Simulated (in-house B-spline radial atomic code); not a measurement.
RPA and G0W0 for Au-, [Xe] 4f14 5d10 6s2, as one setting changes: the share of exact exchange in the PBE hybrid start. A dash marks a level of low quasi-particle weight. Computed with an all-electron radial atomic-structure program (B-spline basis): all electrons, scalar-relativistic (spin-free one-electron X2C), finite nucleus, each spin shell either full or empty, empty states to l = 9 with an (l + 1/2)⁻⁴ tail; G0W0 by contour deformation at full frequency.

The anion's configuration is assumed.

Without the two-electron picture change, the correlation of inner shells comes somewhat too large for so heavy an element.

```tsv
share of exact exchange in the PBE hybrid start	mean-field level (eV)	G0W0 level (eV)	RPA correlation (Eh)
0.5	-0.643	6s -2.086	-6.9411
0.6	?	?	?
0.7	?	?	?
0.8	-1.305	6s -2.071	-6.7918
0.9	-1.523	6s -2.045	-6.7446
1	-1.738	6s -2.014	-6.6986
```

Question: What belongs in the row for 0.6?

Answer: mean-field level (eV): -0.865; G0W0 level (eV): 6s -2.098; RPA correlation (Eh): -6.8899.

Question: What belongs in the row for 0.7?

Answer: mean-field level (eV): -1.086; G0W0 level (eV): 6s -2.090; RPA correlation (Eh): -6.8402.
